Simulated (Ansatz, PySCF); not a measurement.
Species: C2H7O2Si (charge 0, doublet). It need not be the lowest isomer of its formula. 
Geometry from a B3LYP-D3(BJ)/def2-TZVP (Ansatz, a program for electronic structure) optimisation:
SMILES: [CH2][Si](C)(O)O
```xyz
12

Si     0.0313     0.0110     0.0104
C      1.6093    -0.9272    -0.0773
C     -1.4089    -0.8664    -0.7758
O     -0.4498     0.2485     1.5773
O      0.3764     1.4411    -0.7465
H      1.7335    -1.9028     0.3803
H      2.4817    -0.5590    -0.6051
H     -1.2326    -1.0329    -1.8397
H     -2.3256    -0.2814    -0.6669
H     -1.5780    -1.8352    -0.3016
H      0.1993     0.6169     2.1826
H     -0.3312     2.0859    -0.8229
```
Charge 0, spin multiplicity 2.

Total electronic energies in hartree. Cores are frozen in the correlated levels unless marked. Open shells are spin-unrestricted. Spin-orbit coupling is left out. Non-relativistic. CBS marks a two-point X^-3 extrapolation of the correlation energy; Hartree-Fock from the larger set. The bracket is a focal-point correction in the basis named.

| level | program | energy (Eh) |
|---|---|---|
| HF/cc-pV(T+d)Z | Ansatz | -518.67097 |
| HF/def2-TZVPD | PySCF | -518.67278 |
| SVWN5/def2-TZVPD | Ansatz | -517.55069 |
| PBE-D3(BJ)/def2-TZVPD | Ansatz + dftd3 | (withheld) |
| r2SCAN-D4/def2-TZVPD | Ansatz + dftd4 | (withheld) |
| LC-wPBE-D4/def2-TZVPD | Ansatz + dftd4 | -520.32957 |
| SCS-MP2/6-31G | Ansatz | -518.82974 |
| RI-MP2/CBS(cc-pV(T+d)Z,cc-pV(Q+d)Z)+[CCSD(T)-MP2]/cc-pV(D+d)Z | Ansatz | -519.8038 |
| RI-MP2/CBS(cc-pV(T+d)Z,cc-pV(Q+d)Z)+[CCSD(T)-MP2]/cc-pV(T+d)Z | Ansatz | -519.8095 |

Q: Fill in the missing entries.

A: 
- PBE-D3(BJ)/def2-TZVPD, energy (Eh): -520.12373
- r2SCAN-D4/def2-TZVPD, energy (Eh): -520.40148
